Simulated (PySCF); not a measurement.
C₂H₈N₂OSi.
SMILES: `CN[SiH2]C(N)=O`

Torsions of this conformer, `[CH3:1][NH:2][SiH2:3][C:4]([NH2:5])=[O:6]`: C1–N2–Si3–C4 -74°, N2–Si3–C4–N5 -15°, H–N5–C4–Si3 -177°, H–N5–C4–Si3 -2°.

The closed-shell ground state was solved at several levels (PySCF, density fitting, gas phase, non-relativistic). Geometry: PBE0-D3(BJ)/def2-SVP, one conformer, isolated molecule.

```tsv
level	basis functions	HOMO (eV)	LUMO (eV)	gap (eV)	dipole (D)
PBE0/cc-pVTZ	296	-6.58	-0.08	6.50	4.58
wB97X-D/pcSseg-1	149	-8.51	1.81	10.32	4.76
mPW1PW91/pcSseg-1	149	-6.65	-0.02	6.63	4.69
B97-2/pcSseg-1	149	-6.35	-0.05	6.30	4.66
B97-D/pcSseg-1	149	-5.15	-0.86	4.29	4.54
PBE0/pcSseg-1	149	-6.61	0.00	6.61	4.68
KT2/pcSseg-1	149	-5.31	-1.00	4.31	4.45
PBE0/IGLO-III	299	-6.69	-0.29	6.40	4.67
LDA/def2-SVPD	191	-5.42	-1.49	3.93	4.67
```

(1) What might PBE/pcSseg-1 (149 basis functions) give for the same quantities?

(2) Over all these levels, which gives the widest orbital gap and which the narrowest?

(3) How much does the basis alone move the frontier levels among the 3 PBE0 rows?

(4) In the pcSseg-1 basis, how does the gap go with the fixed share of exact exchange?

(5) How far do the dipole and the HOMO energy spread over the levels?

Answers

(1) HOMO -5.12 eV, LUMO -0.96 eV, gap 4.16 eV, dipole 4.51 D.

(2) wB97X-D/pcSseg-1 (range-separated hybrid) has the widest, 10.32 eV, and LDA/def2-SVPD (LDA) the narrowest, 3.93 eV. Functional and basis both differ between the two, so the spread mixes both effects.

(3) The HOMO by 0.11 eV and the LUMO by 0.29 eV. By rising basis size (HOMO, LUMO in eV): pcSseg-1 -6.61, 0.00; cc-pVTZ -6.58, -0.08; IGLO-III -6.69, -0.29.

(4) PBE (0 %) 4.16 eV; B97-D (0 %) 4.29 eV; KT2 (0 %) 4.31 eV; B97-2 (21 %) 6.30 eV; PBE0 (25 %) 6.61 eV; mPW1PW91 (25 %) 6.63 eV. Each rise in the share widens the gap here.

(5) The dipole runs from 4.45 to 4.76 D (mean 4.62 D) and the HOMO from -8.51 to -5.12 eV.
